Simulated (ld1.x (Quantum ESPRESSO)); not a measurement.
## An all-electron radial function and its pseudo partner (germanium (Ge))

Columns: radius, all-electron u(r) and pseudo u(r) of the 4p shell (level -4.05 eV) of germanium in the configuration [Ar] 3d10 4s2 4p2; LDA (PZ), scalar-relativistic, ultrasoft scheme, ld1.x (Quantum ESPRESSO) 7.5.

```tsv
r (bohr)	all-electron	pseudo
0.098	0.1492	0.0042
0.195	0.0550	0.0164
0.292	-0.1181	0.0361
0.390	-0.2270	0.0630
0.488	-0.2496	0.0960
0.585	-0.2097	0.1334
0.682	-0.1340	0.1744
0.780	-0.0410	0.2182
0.878	0.0560	0.2631
0.975	0.1487	0.3076
1.072	0.2342	0.3512
1.170	0.3113	0.3933
1.268	0.3784	0.4330
1.365	0.4351	0.4692
1.463	0.4830	0.5025
1.560	0.5220	0.5317
1.658	0.5534	0.5574
1.755	0.5777	0.5787
1.852	0.5957	0.5958
1.950	0.6085	0.6085
2.047	0.6163	0.6163
2.145	0.6201	0.6201
2.242	0.6203	0.6203
2.340	0.6174	0.6174
2.438	0.6118	0.6118
2.535	0.6041	0.6041
```

Problem. How many radial nodes do the two functions have?

Solution. The all-electron 4p function has n − l − 1 = 2; the pseudo-wave has 0, since the states of the same l below it are removed with the core.

Problem. At about which radius was the pseudo-wave matched?

Solution. 1.95 bohr. The columns agree to 0.0005 from 1.85 bohr on; several derivatives are matched, so the curves merge somewhat inside the radius.

Problem. Where does each function peak?

Solution. Outermost all-electron maximum near 2.24 bohr, pseudo maximum near 2.24 bohr (to the table’s step).

Problem. Is the pseudo-wave norm-conserving?

Solution. No, it belongs to an ultrasoft set: the norm inside the radius is not constrained, and the difference is carried by the augmentation charge.
